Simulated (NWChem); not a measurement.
Species: C$_{6}$H$_{5}$, doublet; SMILES [c]1ccccc1

Program: NWChem. Spin-unrestricted. In the optimisation the excess spin sits in a1 (C2v, its own frame). All runs use the structure optimised with PBE0/def2-SVP, spin-unrestricted. No frequency run checked for a minimum. No stability test was run on the SCF state. Level: B3LYP/def2-SVP with SMD (1 M gas to 1 M solution), gas-phase geometry. Reactions with the solvent are ignored.

Q: Order these by “cavity-dispersion-structure term (kcal/mol)”, lowest first: chlorobenzene; diethyl ether; cyclohexanone; water.

A: chlorobenzene (-3.2), diethyl ether (-2.5), cyclohexanone (-1.2), water (2.9)
